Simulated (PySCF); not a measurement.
# Distorted geometries of [La(H2O)]3+

[La(H2O)]3+ (singlet). PySCF 2.14.0, RKS TPSS, La def2-SVP with ECP46, O def2-SVP, H def2-SVP; non-relativistic Hamiltonian with scalar-relativistic core potentials where named; density fitting; no spin-orbit coupling. Relaxed geometry:

```xyz
4

La    0.0000    0.0000   -0.1610
O     0.0000    0.0000    2.1853
H     0.7855    0.0000    2.8150
H    -0.7855    0.0000    2.8150
```

Question: Order these distorted geometries by energy above the relaxed one, lowest first.
A.
```xyz
4

La    0.0390    0.0659   -0.2237
O    -0.1361   -0.0304    2.2387
H     0.8781   -0.0013    2.8023
H    -0.7810   -0.0342    2.8371
```
B.
```xyz
4

La   -0.0084    0.0434   -0.1137
O    -0.0257    0.0104    2.1738
H     0.8126   -0.0364    2.7536
H    -0.7785   -0.0174    2.8406
```
C.
```xyz
4

La    0.0200   -0.0186   -0.2793
O     0.0397   -0.0531    2.2156
H     0.7974    0.0928    2.8292
H    -0.8571   -0.0211    2.8889
```

Answer: B (0.03 eV), C (0.34 eV), A (0.93 eV).

Question: Which forces (eV/Å) act in the one that lies 0.03 eV up?

Answer: 
```
La  -0.08  0.04 -0.73
O    0.63 -0.13  0.69
H   -0.52  0.06 -0.07
H   -0.04  0.04  0.11
```
Forces carry noise of the integration grid, about 0.01 to 0.03 eV/Å.

No frequency check is given that shows the relaxed geometry to be a minimum.
